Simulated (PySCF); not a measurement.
**Dipole response of Tl (thallium, neutral)**

[Xe] 4f14 5d10 6s2 6p1, 2P determinant. Calculation: PySCF 2.14, in aug-cc-pwCVTZ-DK3 with one added diffuse shell each of s, d, f type (12s10p9d6f1g, 138 functions); scalar relativity by spin-free X2C-1e. Coupled (time-dependent) response in atomic units; α is the mean over directions.

| method | mean α (bohr³) | α xx, yy, zz | C₆ (like pair) | S(−4) |
| --- | --- | --- | --- | --- |
| UHF | 77.76 | 56.75, 119.8, 56.75 | 848.3 | 4042 |

S(−4) is the Cauchy moment in α(ω) = α(0) + S(−4) ω² + …

Reference α: 50 ± 2 bohr³ (recommended; Schwerdtfeger and Nagle, table of static dipole polarizabilities (2023 update)). Published C₆: 509.0 (Gould and Bucko (2016)).

Spin-orbit coupling is absent.

Hartree-Fock lies above the reference because it lacks correlation, which contracts the outer shell.

α(iu) at UHF:

```
u (hartree)  α(iu) (bohr³)
          0          77.76
     0.0500          69.40
      0.100          54.99
      0.200          34.65
      0.300          23.84
      0.500          13.82
      0.750          8.748
       1.00          6.300
       1.50          3.910
       2.00          2.724
       3.00          1.556
       5.00         0.7010
```

A single London oscillator, α(iu) = α/(1 + u²/ω²), gives C₆ = (3/4) ω α². Matching the computed C₆ needs ω = 4 × 848.3 / (3 × 77.76²) = 0.187 hartree.

The components differ because the open shell of this determinant is not spherical; for a pure term their mean is the scalar polarisability.

Spin-orbit coupling, absent here, splits the open shell strongly.
